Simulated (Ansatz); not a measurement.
Species: SnF$_{2}$, charge 0, singlet. SnF2 (SMILES [F][Sn][F]).
B3LYP-D3(BJ)/def2-TZVP minimum from Ansatz (a first-principles code):
```xyz
3

Sn     0.0031    -0.0019     0.3444
F      0.6963     1.2727    -0.9558
F     -0.7135    -1.2620    -0.9573
```
Charge 0, spin multiplicity 1.

Total energies in hartree (Ansatz). Open shells are spin-unrestricted; no spin-orbit coupling. Correlated methods leave the cores frozen (noble-gas shells, and filled d and f shells in the p block). Past Kr the def2 sets carry scalar-relativistic core potentials. Spin-orbit terms, left out, reach several kcal/mol for Br and I, and more for heavier atoms.

| species | HF/def2-TZVPP | CCSD(T)/def2-TZVPP | HF/def2-QZVPP | CCSD(T)/def2-QZVPP | CCSDT(Q)/def2-TZVPP |
|---|---|---|---|---|---|
| 1: SnF2 (SMILES [Sn]([F])[F]) | -412.40561 | -413.01802 | -412.41876 | -413.08729 | -413.01934 |
| 2: Sn (triplet) | -213.33992 | -213.39742 | -213.34066 | -213.40091 | -213.39789 |
| 3: F (doublet) | -99.41180 | -99.62506 | -99.41589 | -99.65118 | -99.62536 |

Q: Work out the atomisation energy (electronic, to ground-state atoms) in kJ/mol: take Hartree-Fock from def2-QZVPP, extrapolate the CCSD(T) correlation energy as X^-3 (X = 3, 4), and add CCSDT(Q) - CCSD(T) in def2-TZVPP. 1 hartree = 2625.5 kJ/mol.

A: 
Species 1: correlation (64·(-0.66853) - 27·(-0.61241))/37 = -0.70948; step -0.00132; E1 = -412.41876 + (-0.70948) + (-0.00132) = -413.12956
Species 2: correlation (64·(-0.06025) - 27·(-0.05750))/37 = -0.06226; step -0.00047; E2 = -213.34066 + (-0.06226) + (-0.00047) = -213.40339
Species 3: correlation (64·(-0.23529) - 27·(-0.21326))/37 = -0.25137; step -0.00030; E3 = -99.41589 + (-0.25137) + (-0.00030) = -99.66756
-1·E1 +1·E2 +2·E3 = 0.39105 hartree = 1026.7 kJ/mol.
